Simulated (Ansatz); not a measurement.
C6H15Ga (SMILES C[CH2][Ga]([CH2]C)[CH2]C), singlet, at a GFN2-xTB geometry (such geometries of metal compounds can be far from the true shape). Base run: SVWN5/STO-3G (Ansatz, an electronic-structure program).

Geometry (Å):
```xyz
22

Ga     0.2077    -0.1858     0.0848
C      2.1545    -0.0024    -0.6244
C      2.5258     1.4567    -0.9026
H      2.2635    -0.5943    -1.5423
H      2.8597    -0.4316     0.0986
H      2.4649     2.0486     0.0120
H      1.8423     1.8950    -1.6319
H      3.5409     1.5420    -1.2943
C     -0.5928    -2.0815     0.3855
C     -1.8566    -2.0353     1.2494
H      0.1578    -2.7298     0.8559
H     -0.8288    -2.5431    -0.5819
H     -2.6066    -1.3833     0.7984
H     -1.6288    -1.6463     2.2431
H     -2.2965    -3.0273     1.3652
C     -0.9693     1.4923     0.4084
C     -1.9058     1.7470    -0.7806
H     -0.3427     2.3782     0.5688
H     -1.5724     1.3643     1.3162
H     -2.5474     0.8823    -0.9600
H     -1.3328     1.9315    -1.6909
H     -2.5456     2.6127    -0.6008
```
Charge 0, spin multiplicity 1.
All else is at Ansatz's defaults.

Variants of this job, named by their change:

| change | basis functions | E (Eh) | core-seconds (rough) |
|---|---|---|---|
| base | 63 | -2131.56138 | 10 |
| basis = pcseg-0 | 106 | -2154.29792 | 4 |
| basis = 3-21G | (withheld) | (withheld) | 6 |
| basis = 6-31G | 113 | -2156.81344 | 6 |
| basis = 6-31G* | 155 | -2156.93132 | 5 |
| basis = pcseg-1 | 186 | -2156.96572 | 6 |
| basis = cc-pVDZ | 186 | -2157.16056 | 6 |
| basis = def2-SVP | 191 | -2156.78727 | 6 |
| basis = 6-31G** | 200 | -2156.95075 | 6 |
| basis = 6-311G** | (withheld) | (withheld) | 7 |
| basis = aug-cc-pVDZ | 309 | (withheld) | 10 |
| basis = aug-pcseg-1 | 309 | (withheld) | 20 |
| basis = def2-TZVP | 324 | -2157.30036 | 10 |

What belongs in the gaps?


- basis = 3-21G, basis functions: 107
- basis = 3-21G, E (Eh): -2146.53437
- basis = 6-311G**, basis functions: 242
- basis = 6-311G**, E (Eh): -2157.24368
- basis = aug-cc-pVDZ, E (Eh): -2157.18401
- basis = aug-pcseg-1, E (Eh): -2156.97591

Totals compare only among sets that treat the same electrons; sets with core potentials leave the core out.
